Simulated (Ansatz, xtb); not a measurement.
**Relative energy of two isomers of C2H9NSi3**

Structure X: `C#C[Si@@H](N)[SiH2][SiH3]`, a singlet. Structure Y: `C#C[SiH2][Si@@H](N)[SiH3]`, a singlet. Both are isolated molecules in the gas phase, relaxed with PBE0-D3(BJ)/def2-SVP, each in the lowest conformer that the search found.

Quicker runs give these differences E(Y) − E(X): GFN2-xTB +0.1 kJ/mol; HF/STO-3G +14.8 kJ/mol (at GFN2-xTB geometries); r2SCAN-D4/def2-SVP +19.2 kJ/mol (at GFN2-xTB geometries).

Question: Estimate E(Y) − E(X) at the level CCSD(T)/def2-SVP + ΔMP2/def2-TZVPP.

Answer: Calculated at CCSD(T)/def2-SVP + ΔMP2/def2-TZVPP: E(Y) − E(X) = +17.3 kJ/mol, so structure X lies lower.

The same difference at several levels:

```
                             level              geometry  E(Y) − E(X) (kJ/mol)  departure from the last row (kJ/mol)  job, with rough time for the two
                          GFN2-xTB              GFN2-xTB                    +0.1                                 −17.1              optimisation, 0.35 s
                         HF/STO-3G              GFN2-xTB                   +14.8                                  −2.5              single point, 0.66 s
                r2SCAN-D4/def2-SVP              GFN2-xTB                   +19.2                                  +2.0               single point, 4.2 s
              PBE0-D3(BJ)/def2-SVP  PBE0-D3(BJ)/def2-SVP                   +18.0                                  +0.7             optimisation, 1.9 min
                       HF/def2-SVP  PBE0-D3(BJ)/def2-SVP                   +17.0                                  −0.3           part of the CCSD(T) run
                      MP2/def2-SVP  PBE0-D3(BJ)/def2-SVP                   +19.1                                  +1.8           part of the CCSD(T) run
                  CCSD(T)/def2-SVP  PBE0-D3(BJ)/def2-SVP                   +18.3                                  +1.0                      single point
CCSD(T)/def2-SVP + ΔMP2/def2-TZVPP  PBE0-D3(BJ)/def2-SVP                   +17.3                                                      single point, 59 s
```

As drawn, both hold the same kinds of bond in the same numbers.

GFN2-xTB finds them nearly level. The largest departure from CCSD(T)/def2-SVP + ΔMP2/def2-TZVPP is that of GFN2-xTB, 17.1 kJ/mol. The last row adds to CCSD(T) the change of the MP2 difference between the two basis sets, here −1.0 kJ/mol.

With thermal terms from frequencies at re-optimised GFN2-xTB minima (ideal gas, soft modes damped towards free rotors, one conformer each, 298.15 K, 1 atm): the zero-point term adds −1.0 kJ/mol; ΔH is +16.3 and ΔG +15.6 kJ/mol.

The correlated steps freeze 18 core orbitals. Run with Ansatz 0.2.0, xtb 6.7.1; the last row on 2 threads of Intel(R) Xeon(R) Platinum 8375C CPU @ 2.90GHz (Ice Lake) on a shared host.
